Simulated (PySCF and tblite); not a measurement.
Values are calculated unless marked as measured or tabulated.
4 E/Z isomers of C₈H₇N, numbered alike:

```json
{"isomer": "A", "SMILES": "[CH:1]#[C:2]/[C:3]([C:4]#[N:5])=[CH:6]\\[CH:7]=[CH:8]/[CH3:9]", "descriptors": "3=6 E, 7=8 Z"}
{"isomer": "B", "SMILES": "[CH:1]#[C:2]/[C:3]([C:4]#[N:5])=[CH:6]\\[CH:7]=[CH:8]\\[CH3:9]", "descriptors": "3=6 E, 7=8 E"}
{"isomer": "C", "SMILES": "[CH:1]#[C:2]/[C:3]([C:4]#[N:5])=[CH:6]/[CH:7]=[CH:8]\\[CH3:9]", "descriptors": "3=6 Z, 7=8 Z"}
{"isomer": "D", "SMILES": "[CH:1]#[C:2]/[C:3]([C:4]#[N:5])=[CH:6]/[CH:7]=[CH:8]/[CH3:9]", "descriptors": "3=6 Z, 7=8 E"}
```

Each isomer is a Boltzmann average at 298.15 K over at most 3 conformers: GFN2-xTB geometries, energies PBE0/def2-SVP (IEF-PCM, methanol) (D3(BJ) added where defined), GIAO shieldings WP04/pcSseg-1 (IEF-PCM, methanol), GFN2-xTB thermal terms. Programs: PySCF with density fitting and tblite.

(1) What shifts does each isomer give (ppm)?

(2) Which carbons tell the isomers apart best?

Shifts are unscaled: against experiment ¹³C can be off by 15 ppm or more and ¹H by 0.8 ppm. The search found a single conformer for at least one isomer; other rotamers may be missing.

Results:

(1) 
A: ¹H (against TMS): 7.87 (H6, 1H), 6.79 (H7, 1H), 6.69 (H8, 1H), 3.50 (H1, 1H), 2.22 (H9, 3H). ¹³C (against TMS): 162.5 (C6), 159.5 (C8), 131.5 (C7), 124.0 (C4), 93.6 (C1), 91.8 (C3), 75.4 (C2), 21.1 (C9).

B: ¹H (against TMS): 7.40 (H6, 1H), 6.85 (H7, 1H), 6.82 (H8, 1H), 3.44 (H1, 1H), 2.25 (H9, 3H). ¹³C (against TMS): 168.0 (C6), 162.5 (C8), 134.3 (C7), 124.0 (C4), 92.2 (C1), 89.6 (C3), 75.5 (C2), 25.5 (C9).

C: ¹H (against TMS): 7.95 (H6, 1H), 6.64 (H8, 1H), 6.63 (H7, 1H), 3.24 (H1, 1H), 2.22 (H9, 3H). ¹³C (against TMS): 163.7 (C6), 158.8 (C8), 131.6 (C7), 121.6 (C4), 92.0 (C3), 87.9 (C1), 78.4 (C2), 21.1 (C9).

D: ¹H (against TMS): 7.48 (H6, 1H), 6.80 (H8, 1H), 6.72 (H7, 1H), 3.18 (H1, 1H), 2.25 (H9, 3H). ¹³C (against TMS): 169.1 (C6), 161.9 (C8), 134.5 (C7), 121.8 (C4), 89.7 (C3), 87.1 (C1), 78.2 (C2), 25.5 (C9).

(2) C6: 162.5 in A, 168.0 in B, 163.7 in C, 169.1 in D; C1: 93.6 in A, 92.2 in B, 87.9 in C, 87.1 in D; C9: 21.1 in A, 25.5 in B, 21.1 in C, 25.5 in D ppm.
